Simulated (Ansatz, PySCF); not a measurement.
Gas-phase reaction (SMILES): [Br][Al]([Br])[Br] + [H][H] (H2) → [Br][AlH][Br] + Br (HBr); hydrogen cleaves one Al-Br bond, a model of a ligand-exchange step.

Each molecule is optimised on its own at B3LYP-D3(BJ)/def2-TZVP (Ansatz, a program for electronic structure). Valence correlation only, unless marked. No spin-orbit coupling. Frozen are the shells of the preceding noble gas and the d and f shells that filled before the atom's block. Non-relativistic. Basis-set limits of correlation are two-point, X^-3; Hartree-Fock from the larger set. Thermal terms are rigid-rotor harmonic-oscillator values from B3LYP-D3(BJ) frequencies (Ansatz or PySCF) at 298.15 K and 1 atm. 1 Eh = 627.5095 kcal/mol.

```csv
species,"E, CCSD(T)/CBS(def2-TZVPPD,def2-QZVPPD) (Ansatz) (Eh)","E, wB97M-V/def2-TZVPD (Ansatz) (Eh)",H - E (Eh)
[Br][Al]([Br])[Br],-7960.26939,-7964.67574,0.01045
[H][H] (H2),-1.17452,-1.16077,0.01336
[Br][AlH][Br],-5388.10871,-5391.17758,0.01468
Br (HBr),-2573.28305,-2574.60901,0.00927
```

**Question.** Work out ΔE and ΔH at 298.15 K at the first level, then ΔH at the second.

**Answer.** 
1. ΔE = [(-5388.10871) + (-2573.28305)] - [(-7960.26939) + (-1.17452)] = 0.05215 Eh = 32.7 kcal/mol at CCSD(T)/CBS(def2-TZVPPD,def2-QZVPPD).
2. The terms H - E add up to 0.00014 Eh, so ΔH = (0.05215 + (0.00014))×627.5095 = 32.8 kcal/mol.
3. At wB97M-V/def2-TZVPD the same steps give ΔE = 31.3 and ΔH = 31.4 kcal/mol, a shift of -1.4 from the first level.
4. These values are not checked against measurement here, since the tables used lack a sound gas-phase enthalpy of formation for at least one species.
